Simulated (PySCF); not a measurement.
## Correlation energy of Br+ (bromine, charge +1)

[Ar] 3d10 4s2 4p4, high-spin 3P determinant. Computed with PySCF 2.14 in cc-pVDZ-DK (5s4p2d, 27 functions), with scalar relativity by spin-free X2C-1e. Frozen: [Ar] 3d10; 6 electrons correlated.

MP2 pair energies summed by pair of shells (mhartree):

```json
{"pair": "4p-4p", "energy": "-34.87", "share (%)": "48.6"}
{"pair": "4s-4p", "energy": "-31.25", "share (%)": "43.6"}
{"pair": "4s-4s", "energy": "-5.55", "share (%)": "7.7"}
```

Total MP2 correlation energy: -71.67 mhartree.

Same-spin part -17.85 and opposite-spin part -53.82 mhartree; SCS-MP2 scales them by 1/3 and 6/5 to -70.54 mhartree.

```json
{"level": "CCSD", "correlation energy (mhartree)": "-86.98"}
{"level": "(T)", "correlation energy (mhartree)": "-0.78"}
{"level": "CCSD(T)", "correlation energy (mhartree)": "-87.76"}
```

Diagnostics: T1 = 0.0059, D1 = 0.0190, largest double amplitude 0.052.

Question: Is a single reference adequate?

Answer: Yes, within this model without spin-orbit coupling: T1 lies below 0.03 and no double amplitude reaches 0.07.
